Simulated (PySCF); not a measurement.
CuH, SMILES [CuH] (connectivity only; charge and spin as stated), neutral, multiplicity 1. Atoms are numbered in the order given.

```xyz
2

Cu     0.0000     0.0000    -0.0492
H      0.0000     0.0000     1.4278
```
Charge 0, spin multiplicity 1.

Geometry optimised at PBE-D3(BJ)/def2-TZVPD. The multiplicity is an assumed one; other spin states were not compared.

Level of theory: PBE-D3(BJ)/def2-TZVPD (PySCF 2.14.0).

Frequencies are harmonic and unscaled.

```json
[
 {"mode": "1", "ν (cm⁻¹)": "1898", "IR (km/mol)": "30.1", "moving atoms (share of kinetic energy)": "H 98 %"}
]
```
